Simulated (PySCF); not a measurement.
Geometry:
| atom | x (Å) | y (Å) | z (Å) |
| --- | --- | --- | --- |
| C1 | 2.390 | -0.479 | -1.429 |
| N2 | 1.579 | -0.053 | -0.317 |
| C3 | 2.259 | 0.834 | 0.592 |
| Si4 | 0.269 | -1.075 | 0.235 |
| C5 | -0.943 | -1.474 | -1.178 |
| C6 | -2.367 | -1.485 | -0.597 |
| C7 | -2.687 | -0.194 | 0.170 |
| Si8 | -1.338 | 0.117 | 1.476 |
| N9 | -1.094 | 1.817 | 1.774 |
| H10 | 2.759 | 0.391 | -2.005 |
| H11 | 1.806 | -1.105 | -2.121 |
| H12 | 3.281 | -1.066 | -1.120 |
| H13 | 2.651 | 1.718 | 0.053 |
| H14 | 3.122 | 0.363 | 1.109 |
| H15 | 1.562 | 1.200 | 1.362 |
| H16 | 0.750 | -2.371 | 0.843 |
| H17 | -0.853 | -0.664 | -1.925 |
| H18 | -0.717 | -2.418 | -1.696 |
| H19 | -3.107 | -1.652 | -1.398 |
| H20 | -2.474 | -2.349 | 0.085 |
| H21 | -2.672 | 0.668 | -0.523 |
| H22 | -3.695 | -0.218 | 0.614 |
| H23 | -1.691 | -0.486 | 2.799 |
| H24 | -0.762 | 2.115 | 2.684 |
| H25 | -0.687 | 2.393 | 1.044 |

Geometry: PBE0-D3(BJ)/def2-SVP; GIAO shifts from PySCF 2.14.0 with density-fitted response routines, gas phase, non-relativistic, averaged over equivalent atoms.

At KT3/pcSseg-1 (247 basis functions, 98 s wall time on 1 thread of an Arm Neoverse V1, shared host):
| atoms | δ (ppm) |
| --- | --- |
| C1/C3 | 41.7 |
| C6 | 22.4 |
| C7 | 19.8 |
| C5 | 19.3 |
| N2 | 25.2 |
| N9 | 8.5 |
| Si8 | -18.4 |
| Si4 | -26.2 |
| H23 | 4.62 |
| H16 | 4.60 |
| H10/H11/H12/H13/H14/H15 | 2.52 |
| H19 | 2.17 |
| H18 | 1.59 |
| H22 | 1.56 |
| H20 | 0.82 |
| H17 | 0.57 |
| H21 | 0.52 |
| H24/H25 | -0.30 |

References, each an isolated molecule treated in the same way: $^{13}$C (σ = 182.31 ppm) and $^{29}$Si (σ = 365.51 ppm) and $^{1}$H (σ = 31.32 ppm) vs TMS; $^{15}$N (σ = 262.01 ppm) against NH3.

Predict the values at PBE0/pcSseg-1 on the same geometry.

Answers


```json
{"atoms": "C1/C3", "δ at PBE0/pcSseg-1": "41.2", "change": "-0.5"}
{"atoms": "C6", "δ at PBE0/pcSseg-1": "19.9", "change": "-2.5"}
{"atoms": "C7", "δ at PBE0/pcSseg-1": "18.5", "change": "-1.3"}
{"atoms": "C5", "δ at PBE0/pcSseg-1": "17.8", "change": "-1.5"}
{"atoms": "N2", "δ at PBE0/pcSseg-1": "16.6", "change": "-8.6"}
{"atoms": "N9", "δ at PBE0/pcSseg-1": "6.8", "change": "-1.7"}
{"atoms": "Si8", "δ at PBE0/pcSseg-1": "-18.3", "change": "+0.1"}
{"atoms": "Si4", "δ at PBE0/pcSseg-1": "-22.8", "change": "+3.4"}
{"atoms": "H23", "δ at PBE0/pcSseg-1": "4.73", "change": "+0.11"}
{"atoms": "H16", "δ at PBE0/pcSseg-1": "4.60", "change": "+0.00"}
{"atoms": "H10/H11/H12/H13/H14/H15", "δ at PBE0/pcSseg-1": "2.45", "change": "-0.07"}
{"atoms": "H19", "δ at PBE0/pcSseg-1": "2.06", "change": "-0.11"}
{"atoms": "H18", "δ at PBE0/pcSseg-1": "1.46", "change": "-0.13"}
{"atoms": "H22", "δ at PBE0/pcSseg-1": "1.49", "change": "-0.07"}
{"atoms": "H20", "δ at PBE0/pcSseg-1": "0.71", "change": "-0.11"}
{"atoms": "H17", "δ at PBE0/pcSseg-1": "0.46", "change": "-0.11"}
{"atoms": "H21", "δ at PBE0/pcSseg-1": "0.48", "change": "-0.04"}
{"atoms": "H24/H25", "δ at PBE0/pcSseg-1": "-0.23", "change": "+0.07"}
```

References, each an isolated molecule treated in the same way: TMS for $^{13}$C (σ = 184.41 ppm), $^{29}$Si (σ = 351.99 ppm), $^{1}$H (σ = 31.27 ppm); $^{15}$N (σ = 265.67 ppm) against NH3.

The largest change is at N2 (nitrogen bonded to 2 C, Si). Cost: 247 basis functions, 80 s wall time on 1 thread of an Arm Neoverse V1, shared host. The order of the carbon signals is the same at both levels.

Experimental scales use liquid or dissolved standards, which lie at an offset from isolated NH3 (liquid NH3: subtract about 20 ppm).
